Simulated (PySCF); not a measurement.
**Calcium: a sound run and one with changed settings**

Sound run: Ca⁺ [Ar] 4s1, Ca²⁺ [Ar]. All numbers are calculated (PySCF 2.14, the spin-free X2C one-electron Hamiltonian (Gaussian nucleus), in x2c-SVPall). The sound run starts from symmetry-adapted Hartree-Fock orbitals and uses a fine grid where one is needed.

Changed run: initial guess atom, at most 50 SCF cycles.

```
species  method  sound run (hartree)  changed run (hartree)  converged
    Ca⁺     UHF           -679.33084             -679.33084        yes
    Ca⁺    MN15           -680.31351             -680.31351        yes
    Ca⁺    BP86           -680.18760             -680.18760        yes
   Ca²⁺     UHF           -678.91527             -678.91527        yes
   Ca²⁺    MN15           -679.88735             -679.88735        yes
   Ca²⁺    BP86           -679.74755             -679.74755        yes
```

Here the plain start reaches the same solutions.
